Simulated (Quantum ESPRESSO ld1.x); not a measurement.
The europium ion Eu61+, configuration [He].

Method: scalar-relativistic Kohn-Sham, LDA (Slater exchange, Perdew-Zunger correlation), spin-polarised, spherical densities, point nucleus; computed with ld1.x of Quantum ESPRESSO 7.5.

Energy parts (eV):
| part | energy |
|---|---|
| total | -113089.0 |
| kinetic | 127209.6 |
| electron-nucleus | -241609.9 |
| Hartree | 2318.7 |
| exchange-correlation | -1007.4 |

Orbitals (lengths in bohr, moments of r in powers of bohr; r(max) is where P^2 peaks; r(90%) holds 90 % of the orbital's charge):
| orbital | occ. | eigenvalue (eV) | <r^2> | r(90%) | r(max) | <1/r> |
|---|---|---|---|---|---|---|
| 1s | 2 | -55551.9 | 0.0006714 | 0.0401 | 0.014 | 70.47 |

The highest occupied level is 1s at -55552 eV. For comparison, the ionisation energy in NIST's Atomic Spectra Database is 55865.9 eV (theoretical). In exact Kohn-Sham theory the highest level is minus the ionisation energy, but local and semilocal functionals leave it too shallow, through self-interaction and a potential that decays too fast; potentials with the right tail come closer.
